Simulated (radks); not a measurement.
Neutral bismuth inside a hard spherical wall (all orbitals vanish at R), configuration held at [Hg] 6p3 and not refilled when levels cross. All-electron calculation, scalar-relativistic Kohn-Sham, LDA (Slater exchange, VWN5 correlation), spin-unpolarised, spherical densities, finite nucleus; Fermi nuclear charge, rms radius 5.5211 fm. Program: a radial shooting solver on a logarithmic mesh with Libxc functionals. Eigenvalues in eV, with the zero of energy where the potential of the charges vanishes at infinity; a dash marks a level that is unbound or too diffuse for the functional's potential to be trusted. A positive occupied level is held by the wall or, in an anion where self-interaction has pushed it up, behind a barrier. The pressure on the wall is -dE/dV.

R (bohr),E (hartree),kinetic (hartree),e(5p),e(5d),e(6s),e(6p),"e(7s, empty)","e(6d, empty)",pressure (GPa)
free,-21512.8698,24375.366,-95.976,-27.200,-14.744,-4.770,-0.650,-,0
10,-21512.8694,24375.371,-95.936,-27.160,-14.708,-4.737,-0.052,1.766,0.0127
8,-21512.8651,24375.404,-95.713,-26.941,-14.520,-4.549,1.188,2.876,0.201
7,-21512.8547,24375.472,-95.349,-26.584,-14.222,-4.224,2.761,4.045,0.835
2.5,-21505.6268,24404.877,-63.304,4.084,27.052,52.044,158.27,93.611,5370
2,-21491.6176,24456.120,-34.190,35.892,87.019,127.05,321.49,188.09,29100
1.5,-21435.1880,24640.647,43.955,129.71,287.95,357.96,767.08,448.33,233000
